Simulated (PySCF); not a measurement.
Energy landscape of H2O (cation, charge +1), doublet: symmetric bend, bond length relaxed. Scanned: H-O-H angle. Other coordinates (O-H bond length) were minimised at B3LYP/def2-TZVP.

- PBE0 = unrestricted PBE0/cc-pVTZ (PySCF)
- CCSD(T) on UHF/cc-pVTZ, 1 core orbital frozen (PySCF)

Energies relative to the lowest point of each profile, in kcal/mol:

```csv
a / °,PBE0
164,18.9
148,12.5
140,8.8
132,5.2
124,2.4
116,0.5
100,1.2
92,4.3
84,9.6
76,17.1
68,27.1
60,39.6
```

**Question.** Predict the corresponding CCSD(T) column.

**Answer.** 164: 20.5; 148: 13.6; 140: 9.6; 132: 5.8; 124: 2.7; 116: 0.6; 100: 1.1; 92: 4.1; 84: 9.3; 76: 16.8; 68: 26.8; 60: 39.4 (kcal/mol).
